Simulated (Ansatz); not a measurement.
Isolated molecules relaxed with PBE0-D4/def2-TZVP in Ansatz; ΔE leaves out vibrations. CCSD(T)/CBS adds triple-zeta CCSD(T) − MP2 to the extrapolated MP2 energy (def2 sets, frozen cores). Functionals use def2-TZVPP. For Se outer-core shells are correlated without core-valence functions, which leaves a few kJ/mol of doubt a bond. Scalar relativity is left out up to krypton. One conformer a species, not always the lowest.

`BCO[SiH2][AlH2]` + `Cl[SiH2][SeH]` → `B[Se][SiH2]Cl` + `CO[SiH2][AlH2]`  (ligand exchange at a B–C bond)

```tsv
level	ΔE (kcal/mol)	difference from CCSD(T)/CBS
r2SCAN-D4	-22.8	1.0
PBE0-D4	-22.9	0.9
PBE	-23.1	0.7
r2SCAN	-22.9	0.9
PBE0	-22.9	0.9
HF/def2-TZVPP	-21.6	2.2
HF/def2-QZVPP	-21.4	2.4
MP2/def2-QZVPP	-25.1	-1.3
MP2/CBS(def2)	-25.1	-1.3
CCSD/CBS(def2)	-23.1	0.7
CCSD(T)/CBS	-23.8	0
```

Largest T1 diagnostic among the species: 0.012.

In def2-TZVPP, CCSD(T) changes the Hartree–Fock value by −2.4 kcal/mol (the triples alone add −0.7 kcal/mol) and MP2 by −3.7 kcal/mol.
